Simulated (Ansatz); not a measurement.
`OB(O)O` + `[CH3][SnH]([NH2])[Cl]` → `CB(O)O` + `[NH2][SnH]([OH])[Cl]`  (redistribution)

Gas-phase electronic energies from Ansatz, PBE0-D4/def2-TZVP geometries. CBS: MP2 limit from def2 TZ/QZ plus the TZ coupled-cluster correction, frozen cores. This one scheme is used for every species. Functionals use def2-TZVPP. B3LYP here is the variant with VWN-RPA as its local correlation; programs differ in this. Elements past krypton have def2 core potentials. For Sn outer-core shells are correlated without core-valence functions, which leaves a few kJ/mol of doubt a bond. One conformer a species, not always the lowest.

`OB(O)O`:

Cartesian coordinates in Å:
```
O 0.109 -0.240 1.340
B 0.000 0.000 0.000
O -0.558 1.166 -0.442
O 0.448 -0.926 -0.898
H -0.239 0.482 1.868
H -0.578 1.218 -1.400
H 0.818 -1.700 -0.468
```

`[CH3][SnH]([NH2])[Cl]`:

Z-matrix (Å, degrees):
```
C
Sn 1 2.124
H 1 1.089 2 109.4
H 1 1.090 2 108.8 3 119.1
H 1 1.090 2 110.4 3 -120.7
N 2 2.006 1 110.8 3 -169.0
Cl 2 2.345 1 105.2 3 -54.6
H 2 1.705 1 118.4 3 61.7
H 6 1.009 2 117.1 1 -136.9
H 6 1.009 2 116.6 1 -3.8
```

`CB(O)O`:

```xyz
9

C    -0.211    1.209    0.192
B     0.050   -0.312   -0.073
O    -0.990   -1.190    0.083
O     1.313   -0.706   -0.429
H    -1.244    1.489   -0.023
H    -0.035    1.429    1.250
H     0.464    1.845   -0.383
H    -0.779   -2.114   -0.063
H     1.432   -1.650   -0.555
```

`[NH2][SnH]([OH])[Cl]`:

Cartesian coordinates in Å:
```
N -0.747 0.944 1.041
Sn -0.017 -0.571 -0.035
O 1.883 -0.165 -0.182
Cl -0.770 -0.613 -2.254
H -1.752 0.941 1.153
H -0.463 1.851 0.695
H -0.349 -2.084 0.655
H 2.215 -0.304 -1.073
```

Question: Is it downhill or uphill in electronic energy at CCSD(T)/CBS, and by how much? (Estimate.)

Answer: Computed: Uphill: ΔE = +0.92 eV.

Question: What do these levels give: PBE-D4, r2SCAN-D4, ωB97X-V, B2PLYP, PBE, r2SCAN, PBE0, B3LYP, MP2/def2-TZVPP, CCSD/def2-TZVPP, MP2/def2-QZVPP, CCSD/CBS(def2)? (Best estimate.)

Answer: Ansatz gave: PBE-D4 0.84, r2SCAN-D4 0.88, ωB97X-V 0.89, B2PLYP 0.90, PBE 0.83, r2SCAN 0.88, PBE0 0.92, B3LYP 0.89, MP2/def2-TZVPP 0.97, CCSD/def2-TZVPP 0.98, MP2/def2-QZVPP 0.95, CCSD/CBS(def2) 0.95 eV.

Largest T1 diagnostic among the species: 0.013.

In def2-TZVPP, CCSD(T) changes the Hartree–Fock value by −0.07 eV (the triples alone add −0.02 eV) and MP2 by −0.06 eV. From PBE to PBE0 (25 % exact exchange), in def2-TZVPP and without D4, ΔE moves by +0.10 eV.
